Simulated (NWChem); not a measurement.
The numbers come from NWChem runs, not from measurements. System: CNO, charge 0, spin multiplicity 4, at the geometry of a parent with another charge or spin, in a state set for the comparison that need not be this species' ground state. Its SCF solution wasn't tested for a lower state. Level: ROCCSD(T)/def2-TZVP, 3 core orbitals frozen.

The NWChem input:

```
start mol
memory heap 100 mb stack 700 mb global 1900 mb
geometry units angstroms nocenter noautoz
  N      0.000000     0.000000     1.264562
  C      0.000000     0.000000     0.039075
  O      0.000000     0.000000    -1.135798
  symmetry group C2v
end
basis spherical
  * library def2-tzvp
end
scf
  rohf
  nopen 3
  maxiter 100
  thresh 1e-7
  semidirect memsize 60000000 filesize 0
  # guess.movecs holds the orbitals of an unrestricted PBE0 run
  vectors input guess.movecs output mol.movecs
end
tce
  freeze core 3
  ccsd(t)
  2eorb
  2emet 13
  thresh 1e-6
  maxiter 100
  tilesize 24
end
task tce energy
```

Output (cleaned and shortened):

```
             Northwest Computational Chemistry Package (NWChem) 7.3.0
             --------------------------------------------------------

                                NWChem Input Module
                                -------------------

 Scaling coordinates for geometry "geometry" by  1.889725989
 (inverse scale =  0.529177249)

 Turning off AUTOSYM since
 SYMMETRY directive was detected!

                             Geometry "geometry" -> ""
                             -------------------------

 Output coordinates in angstroms (scale by  1.889725989 to convert to a.u.)

  No.       Tag          Charge          X              Y              Z
 ---- ---------------- ---------- -------------- -------------- --------------
    1 N                    7.0000     0.00000000     0.00000000     1.26456200
    2 C                    6.0000     0.00000000     0.00000000     0.03907500
    3 O                    8.0000     0.00000000     0.00000000    -1.13579800

 Effective nuclear repulsion energy (a.u.)      52.1014176307

            Nuclear Dipole moment (a.u.)
            ----------------------------
        X                 Y               Z
 ---------------- ---------------- ----------------
     0.0000000000     0.0000000000    -0.0000000000

      Symmetry information
      --------------------

 Group name             C2v
 Group number             16
 Group order               4
 No. of unique centers     3

      Symmetry unique atoms

     1    2    3


 Summary of "ao basis" -> "" (spherical)
 ------------------------------------------------------------------------------
       Tag                 Description            Shells   Functions and Types
 ---------------- ------------------------------  ------  ---------------------
 *                         def2-tzvp                  on all atoms

 Summary of "ao basis" -> "ao basis" (spherical)
 ------------------------------------------------------------------------------
       Tag                 Description            Shells   Functions and Types
 ---------------- ------------------------------  ------  ---------------------
 N                         def2-tzvp                11       31   5s3p2d1f
 C                         def2-tzvp                11       31   5s3p2d1f
 O                         def2-tzvp                11       31   5s3p2d1f

                                 NWChem SCF Module
                                 -----------------

  ao basis        = "ao basis"
  functions       =    93
  atoms           =     3
  closed shells   =     9
  open shells     =     3
  charge          =   0.00
  wavefunction    = ROHF
  use symmetry    = T
  symmetry adapt  = T

 Summary of "ao basis" -> "ao basis" (spherical)
 ------------------------------------------------------------------------------
       Tag                 Description            Shells   Functions and Types
 ---------------- ------------------------------  ------  ---------------------
 N                         def2-tzvp                11       31   5s3p2d1f
 C                         def2-tzvp                11       31   5s3p2d1f
 O                         def2-tzvp                11       31   5s3p2d1f

      Symmetry analysis of basis
      --------------------------

        a1         42
        a2          9
        b1         21
        b2         21

 Forming initial guess at       0.1s

      Symmetry analysis of molecular orbitals - initial
      -------------------------------------------------
[...]
    3 O    8     8.27   0.79  1.18  0.59  0.96  0.33  1.81  1.89  0.68  0.01  0.03  0.00

 Mulliken analysis of the open-shell density
 -------------------------------------------

    Atom       Charge   Shell Charges
 -----------   ------   -------------------------------------------------------
    1 N    7     1.80   0.00 -0.00  0.00 -0.00 -0.00  0.76  0.79  0.24  0.00  0.01  0.00
    2 C    6     0.79   0.00 -0.00  0.00  0.00  0.00  0.31  0.32  0.10  0.02  0.05  0.00
    3 O    8     0.41   0.00 -0.00  0.00  0.00 -0.00  0.21  0.17  0.03  0.00  0.00  0.00

       Multipole analysis of the density wrt the origin
       ------------------------------------------------

     L   x y z        total         open         nuclear
     -   - - -        -----         ----         -------
     0   0 0 0     -0.000000     -3.000000     21.000000

     1   1 0 0      0.000000     -0.000000      0.000000
     1   0 1 0      0.000000      0.000000      0.000000
     1   0 0 1      0.458463     -3.497584     -0.000000

     2   2 0 0    -11.815886     -3.540587      0.000000
     2   1 1 0      0.000000      0.000000      0.000000
     2   1 0 1     -0.000000      0.000000      0.000000
     2   0 2 0    -10.801400     -2.483377      0.000000
     2   0 1 1     -0.000000      0.000000      0.000000
     2   0 0 2    -14.866838    -14.245471     76.861007

                   NWChem Extensible Many-Electron Theory Module
                   ---------------------------------------------


            General Information
            -------------------
      Number of processors :     1
         Wavefunction type : Restricted open-shell Hartree-Fock
          No. of electrons :    21
           Alpha electrons :    12
            Beta electrons :     9
           No. of orbitals :   186
            Alpha orbitals :    93
             Beta orbitals :    93
        Alpha frozen cores :     3
         Beta frozen cores :     3
     Alpha frozen virtuals :     0
      Beta frozen virtuals :     0
         Spin multiplicity : quartet
    Number of AO functions :    93
       Number of AO shells :    33
        Use of symmetry is : on
      Symmetry adaption is : on
         Schwarz screening : 0.10D-09

          Correlation Information
          -----------------------
          Calculation type : Coupled-cluster singles & doubles w/ perturbation
   Perturbative correction : (T)
            Max iterations :      100
        Residual threshold : 0.10D-05
     T(0) DIIS level shift : 0.00D+00
     L(0) DIIS level shift : 0.00D+00
     T(1) DIIS level shift : 0.00D+00
     L(1) DIIS level shift : 0.00D+00
     T(R) DIIS level shift : 0.00D+00
     T(I) DIIS level shift : 0.00D+00
   CC-T/L Amplitude update :  5-th order DIIS
                I/O scheme : Global Array Library
        L-threshold :  0.10D-05
        EOM-threshold :  0.10D-05
 no EOMCCSD initial starts read in
 TCE RESTART OPTIONS
 SLICE:      F
 D4D5:       F
 quantumc:   F
 qrotation:  F
 pwtce:      F
 qducc:      F
 nacto:                         0
 nrotv:                         0
 nrot:                          0

            Memory Information
            ------------------
          Available GA space size is     249019502 doubles
          Available MA space size is     104853660 doubles

 Maximum block size supplied by input
 Maximum block size        24 doubles

 tile_dim =     19

 -------------------------------------------------

 Global array virtual files algorithm will be used

 Parallel file system coherency ......... OK

 4-electron integrals stored in orbital form

 v2    file size   =          3816379
 4-index algorithm nr.  13 is used
 imaxsize =       30
 imaxsize ichop =        0


CCSD iterations
 ---------------------------------------------------------
 Iter          Residuum       Correlation     Cpu    Wall
 ---------------------------------------------------------
    1   0.2601967424138  -0.5206120069737     1.4     1.4
    2   0.1028770455440  -0.4995398138007     1.3     1.3
    3   0.0945656976316  -0.5134861004157     1.3     1.3
    4   0.1028558443547  -0.5166791403058     1.1     1.1
    5   0.1538456959624  -0.5094034005016     1.3     1.3
    6   0.0091746229402  -0.5158519379229     1.3     1.3
    7   0.0099042704497  -0.5152030348632     1.4     1.4
    8   0.0071736218298  -0.5160942180594     1.4     1.4
    9   0.0133007754721  -0.5154273678258     1.2     1.2
   10   0.0181302631929  -0.5167815835460     1.3     1.3
   11   0.0010047590204  -0.5164089719627     1.2     1.2
   12   0.0005142411844  -0.5163099505628     1.1     1.1
   13   0.0005874742515  -0.5163625203927     1.5     1.5
   14   0.0006240676243  -0.5163120820986     1.4     1.4
   15   0.0010077204007  -0.5163702755815     1.5     1.5
   16   0.0000780410950  -0.5163368616957     1.3     1.3
   17   0.0001018917946  -0.5163322769413     1.4     1.4
   18   0.0000615543208  -0.5163376288479     1.1     1.1
   19   0.0001083454683  -0.5163341763356     0.9     0.9
   20   0.0001143995937  -0.5163409174412     1.2     1.2
   21   0.0000100114648  -0.5163396013462     1.5     1.5
   22   0.0000068415919  -0.5163383893902     1.6     1.6
   23   0.0000073353152  -0.5163392494843     1.4     1.4
   24   0.0000119541948  -0.5163383722382     1.1     1.1
   25   0.0000186217177  -0.5163396069821     1.6     1.6
   26   0.0000010284708  -0.5163389145419     1.0     1.0
   27   0.0000008447936  -0.5163388835056     1.1     1.1
 -----------------------------------------------------------------
 Iterations converged
 CCSD correlation energy / hartree =        -0.516338883505637
 CCSD total energy / hartree       =      -167.481562358384849

 Singles contributions
    11b2  (beta ) ---     9b2  (beta )        0.1589784928

 Doubles contributions
 CCSD(T)
 Using plain CCSD(T) code
             total no. of tasks         2756
 total no. of tasks / no. procs         2756
                         wl_min            1           1.0
                         wl_max       415872           8.6
        thresh for no. of tasks         2756

 CCSD[T]  correction energy / hartree =        -0.027931311425293
 CCSD[T] correlation energy / hartree =        -0.544270194930930
 CCSD[T] total energy / hartree       =      -167.509493669810155
 CCSD(T)  correction energy / hartree =        -0.024758799939580
 CCSD(T) correlation energy / hartree =        -0.541097683445217
 CCSD(T) total energy / hartree       =      -167.506321158324425

 Task  times  cpu:       74.4s     wall:       74.4s

 Total times  cpu:       74.5s     wall:       74.5s
```
